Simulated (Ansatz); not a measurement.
Gas-phase electronic energies from Ansatz, PBE0-D4/def2-TZVP geometries. CCSD(T)/CBS is the MP2 limit (def2-TZVPP, def2-QZVPP) plus CCSD(T) − MP2 in def2-TZVPP, frozen cores. DFT in def2-TZVPP. One conformer a species, not always the lowest.

`C[SiH](C)[SiH2]F` + `CBO` → `CBO[SiH2]F` + `C[SiH2]C`  (cleavage of the Si–Si bond)

`C[SiH](C)[SiH2]F`:

```xyz
14

C     0.865    0.957   -1.355
Si    0.005   -0.408   -0.397
C    -1.844   -0.107   -0.295
Si    0.918   -0.592    1.756
F     0.681    0.788    2.558
H     0.451    1.040   -2.363
H     0.736    1.920   -0.855
H     1.936    0.763   -1.443
H     0.260   -1.721   -1.065
H    -2.055    0.824    0.237
H    -2.277   -0.031   -1.296
H    -2.348   -0.920    0.231
H     2.387   -0.837    1.733
H     0.282   -1.676    2.554
```

`CBO`:

```xyz
8

C     0.870   -0.358    0.359
B    -0.559    0.154    0.004
O    -0.808    0.629   -1.242
H     1.575   -0.283   -0.471
H     0.826   -1.401    0.690
H     1.270    0.201    1.212
H    -1.458    0.140    0.809
H    -1.715    0.918   -1.361
```

`CBO[SiH2]F`:

```xyz
11

C    -0.850   -0.940   -1.615
B    -0.629   -0.120   -0.311
O     0.629    0.123    0.152
Si    1.168    0.890    1.493
F     1.592   -0.210    2.562
H    -1.469   -1.818   -1.399
H     0.076   -1.269   -2.090
H    -1.431   -0.351   -2.334
H    -1.559    0.323    0.319
H     0.098    1.716    2.093
H     2.375    1.656    1.129
```

`C[SiH2]C`:

Cartesian coordinates in Å:
```
C -1.123 -0.665 0.893
Si 0.505 0.169 0.494
C 0.667 0.513 -1.339
H -1.210 -0.863 1.964
H -1.211 -1.619 0.366
H -1.966 -0.037 0.596
H 1.632 -0.701 0.939
H 0.606 1.450 1.251
H 0.618 -0.415 -1.915
H 1.619 1.000 -1.564
H -0.136 1.168 -1.685
```

```
         level  ΔE (kcal/mol)
       ωB97M-V          -28.0
        B2PLYP          -28.7
           PBE          -21.3
          PBE0          -23.6
 HF/def2-TZVPP          -34.2
 HF/def2-QZVPP          -34.8
MP2/def2-QZVPP          -29.5
 MP2/CBS(def2)          -29.2
```

**Question.** What does CCSD(T)/CBS give? (Best estimate.)

**Answer.** Computed: -27.7 kcal/mol. The listed levels differ from it by -0.3, -1.0, 6.4, 4.1, -6.5, -7.1, -1.8, -1.5 kcal/mol.

Largest T1 diagnostic among the species: 0.012.

In def2-TZVPP, CCSD(T) changes the Hartree–Fock value by +6.4 kcal/mol (the triples alone add +0.9 kcal/mol) and MP2 by +4.9 kcal/mol. The D4 term adds +0.9 kcal/mol with B3LYP and +0.6 kcal/mol with PBE0; it sums over pairs of atoms, weighted by their polarisabilities, and B3LYP, whose exchange is more repulsive, gets the larger term.

B3LYP here is the variant with VWN-RPA as its local correlation; programs differ in this.
